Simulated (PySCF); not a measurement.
# `C#CCCC(C)(C)[SiH3]`: 4 charge schemes on one density

Compound: C₇H₁₄Si.
Structure used (GFN2-xTB), in Å, numbered top down from 1:
```
atom  x, y, z in Å
C1     4.0832    0.1770    0.3100
C2     2.9406   -0.1649    0.4080
C3     1.5477   -0.5501    0.5048
C4     0.6743    0.3616   -0.3621
C5    -0.8327    0.0818   -0.2788
C6    -1.5354    1.1294   -1.1494
C7    -1.1494   -1.3010   -0.8514
Si8   -1.4964    0.2220    1.5169
H9     5.0884    0.4665    0.2330
H10    1.2374   -0.4819    1.5517
H11    1.4501   -1.5903    0.1843
H12    0.8573    1.3971   -0.0625
H13    0.9994    0.2644   -1.4036
H14   -2.6115    0.9678   -1.1616
H15   -1.3472    2.1357   -0.7794
H16   -1.1751    1.0753   -2.1773
H17   -0.7108   -2.0948   -0.2511
H18   -2.2255   -1.4621   -0.8786
H19   -0.7694   -1.3913   -1.8698
H20   -0.9224    1.4091    2.1533
H21   -1.1580   -0.9731    2.2945
H22   -2.9548    0.3411    1.4641
```

Density: PBE0/pcSseg-1 (PySCF); schemes: Mulliken, IAO, Hirshfeld and ESP-fitted. Geometry: GFN2-xTB, one conformer, isolated molecule.

Tabulate the Mulliken, IAO, Hirshfeld and ESP-fitted charges.

In e; atoms taken as equivalent share a row and are averaged (×n: the atom named and its like, n in all):

| atom | environment | Mulliken | IAO | Hirshfeld | ESP-fitted |
| --- | --- | --- | --- | --- | --- |
| C1 | terminal alkyne carbon | -0.394 | -0.263 | -0.132 | -0.512 |
| C2 | alkyne carbon | +0.179 | -0.019 | -0.037 | +0.040 |
| C3 | propargylic carbon | -0.143 | -0.271 | -0.051 | -0.098 |
| C4 | chain CH2 carbon | -0.139 | -0.238 | -0.063 | -0.057 |
| C5 | sp3 carbon bound to silicon | -0.762 | -0.198 | -0.053 | +0.318 |
| C6/C7 | methyl carbon | -0.161 | -0.413 | -0.118 | -0.528 |
| Si8 | SiH3 silicon | +0.478 | +0.564 | +0.302 | +0.315 |
| H9 | alkyne hydrogen | +0.037 | +0.199 | +0.087 | +0.325 |
| H10/H11 | methylene hydrogen | +0.164 | +0.159 | +0.052 | +0.091 |
| H12/H13 | methylene hydrogen | +0.128 | +0.134 | +0.037 | +0.044 |
| H14 (×6) | methyl hydrogen | +0.116 | +0.136 | +0.039 | +0.128 |
| H20/H21/H22 | Si–H hydrogen | -0.071 | -0.116 | -0.077 | -0.104 |

Mean size of the charges over all atoms: IAO 0.197 e, ESP-fitted 0.185 e, Mulliken 0.179 e, Hirshfeld 0.073 e. Each set sums to the total charge, 0, to within 0.001 e. The Mulliken scheme counts on each atom the diagonal of the density matrix times the overlap matrix over that atom's basis functions.

Some averages cover members that differ in this geometry: C6/C7, ESP-fitted -0.611 to -0.446; H14 (×6), ESP-fitted +0.087 to +0.159 e.

Lowest charge. The schemes don't all agree: Mulliken C5 (-0.762); IAO C6/C7 (-0.413); Hirshfeld C1 (-0.132); ESP-fitted C6/C7 (-0.528).

Highest charge. The schemes don't all agree: Mulliken Si8 (+0.478); IAO Si8 (+0.564); Hirshfeld Si8 (+0.302); ESP-fitted H9 (+0.325).

How closely do the schemes follow one another over all atoms?

Correlation coefficient and root-mean-square difference: IAO with Hirshfeld 0.94, 0.147 e; IAO with ESP-fitted 0.78, 0.157 e; Mulliken with IAO 0.77, 0.161 e; Hirshfeld with ESP-fitted 0.75, 0.185 e; Mulliken with Hirshfeld 0.73, 0.184 e; Mulliken with ESP-fitted 0.37, 0.273 e.

How many electrons does the Hirshfeld scheme count on C5?

Z − q = 6 − (-0.053) = 6.053.

The run behind these numbers computed NMR shieldings as well. Time: 79 s of wall time; peak memory 0.88 GiB. Hardware: Arm Neoverse N1, one thread, no GPU, shared host with 64 logical CPUs at a one-minute load of 58.
